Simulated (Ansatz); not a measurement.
Question: Name a neutral molecule of Al, Cl, F, Si and H with HOMO–LUMO gap (PBE/def2-TZVPP) between 4.80 and 5.10 eV and HOMO–LUMO gap (PBE0/def2-TZVPP) between 6.75 and 7.05 eV (Ansatz, PBE0-D4/def2-TZVP geometry).

Answer: `[F][Al]([SiH3])[Cl]` (4.91 eV, 6.80 eV). Other molecules can fit too; these were computed, each in one conformer that needn't be the lowest.
